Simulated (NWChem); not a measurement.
CH4MgO; SMILES [O](C)[MgH]

```xyz
7

Mg     0.0000     0.0000    -1.4050
H      0.0000     0.0000    -3.1034
O      0.0000     0.0000     0.3656
C      0.0000     0.0000     1.7503
H      0.6248    -0.8114     2.1601
H      0.3903     0.9468     2.1601
H     -1.0151    -0.1354     2.1601
```
Atoms are numbered in this order, from 1.

Level: B3LYP/6-31G* (spherical d) (NWChem), optimised geometry, unscaled harmonic frequencies. B3LYP is NWChem's, with the RPA form of VWN correlation.

```
frequency (cm⁻¹)  IR intensity (km/mol)
----------------  ---------------------
91                                  8.0
91                                  8.0
341                               260.2
341                               260.2
612                                15.2
1204                                0.1
1204                                0.1
1261                              337.5
1528                               74.5
1531                                0.0
1531                                0.0
1651                              135.2
2967                              173.4
3008                               82.7
3008                               82.7
```

```json
{
 "zero_point_energy": "29.1 kcal/mol",
 "thermal correction to the enthalpy at 298.15 K (with zero-point energy)": "33.0 kcal/mol",
 "heat capacity Cv": "14.9 cal/(mol K)",
 "entropy at 298.15 K and 1 atm (symmetry number 3)": "68.2 cal/(mol K)",
 "dipole_moment": "0.46 D"
}
```

Rigid rotor and harmonic oscillator; modes under 100 cm⁻¹ make the entropy uncertain.
